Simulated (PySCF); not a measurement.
Electron correlation in Ni⁺ (nickel, charge +1)

[Ar] 3d8 4p1, one real determinant (an excited configuration). Calculation: PySCF 2.14, in x2c-TZVPPall with one added diffuse shell each of s, p, d, f type (7s6p5d3f1g, 80 functions); scalar relativity by spin-free X2C-1e. Frozen: [Ne]; 17 electrons correlated.

MP2 pair energies summed by pair of shells (mhartree):

| pair | energy | share (%) |
| --- | --- | --- |
| 3d-3d | -252.86 | 42.0 |
| 3p-3d | -204.98 | 34.1 |
| 3p-3p | -52.14 | 8.7 |
| 3s-3d | -42.68 | 7.1 |
| 3s-3p | -26.34 | 4.4 |
| 3d-4p | -15.33 | 2.5 |
| 3s-3s | -4.00 | 0.7 |
| 3p-4p | -2.86 | 0.5 |
| 3s-4p | -0.28 | 0.0 |

Total MP2 correlation energy: -601.47 mhartree.

Same-spin part -197.83 and opposite-spin part -403.64 mhartree; SCS-MP2 scales them by 1/3 and 6/5 to -550.31 mhartree.

The reference is one real determinant that mixes LS terms of this configuration.

This basis was not built for core-valence correlation, so the inner-shell part is incomplete.
